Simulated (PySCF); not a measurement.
**Molecular orbitals of PmS**

BHandHLYP at R = 2.373 Å; PySCF, spin-free X2C with a Gaussian nucleus, basis sets Pm x2c-SVPall, S x2c-SVPall. State: sextet, about 4.9 electrons in the 4f shell (Mulliken), real f orbitals that mix terms. Only the outer orbitals are listed, counted within each symmetry.

| spin | orbital | occ. | ε (eV) | on Pm (%) | main shells (%) |
| --- | --- | --- | --- | --- | --- |
| α | 1φ | 1 | -8.34 | 100 | 100 Pm f |
| α | 3δ | 1 | -7.99 | 100 | 100 Pm f |
| α | 8π | 1 | -7.62 | 97 | 96 Pm f |
| α | 8π | 1 | -6.88 | 91 | 91 Pm f, 9 S p |
| α | 16σ | 1 | -6.34 | 51 | 47 S p, 39 Pm f, 10 Pm d |
| α | 9π | 1 | -5.81 | 28 | 72 S p, 21 Pm d |
| α | 9π | 1 | -5.73 | 35 | 65 S p, 23 Pm d, 9 Pm f |
| α | 17σ | 1 | -5.21 | 80 | 47 Pm f, 26 Pm s, 19 S p |
| α | 18σ | 0 | -1.36 | 95 | 60 Pm s, 12 Pm d, 12 Pm f |
| α | 19σ | 0 | 0.26 | 95 | 54 Pm d, 38 Pm p |
| α | 10π | 0 | 0.29 | 98 | 62 Pm p, 36 Pm d |
| β | 16σ | 1 | -5.98 | 23 | 76 S p, 12 Pm d, 8 Pm s |
| β | 8π | 1 | -5.98 | 20 | 80 S p, 16 Pm d |
| β | 8π | 1 | -5.97 | 21 | 79 S p, 16 Pm d |
| β | 17σ | 0 | -1.50 | 98 | 78 Pm s, 12 Pm p |
| β | 9π | 0 | 0.42 | 99 | 64 Pm p, 35 Pm d |
| β | 9π | 0 | 0.44 | 99 | 64 Pm p, 35 Pm d |

Q: Which are the highest filled and the lowest empty level, where do they sit, and how wide is the gap?

A: Highest filled α 17σ at -5.21 eV (in %: 47 Pm f, 26 Pm s, 19 S p); lowest empty β 17σ at -1.50 eV (in %: 78 Pm s, 12 Pm p); the gap at BHandHLYP is 3.71 eV.

| Item | Value |
| --- | --- |
| bond order (Mayer) | 2.34 |
| ⟨S²⟩ | 8.777 |
| charge on Pm (Mulliken, basis-dependent) | 0.43 |
| charge on Pm (Löwdin, basis-dependent) | 0.08 |
| dipole moment (positive dipole means Pm(−)S(+)) | -8.93 D |

Spin–orbit coupling is left out. With d or f electrons several states lie close, and the lowest PBE0 determinant need not be the measured ground state.
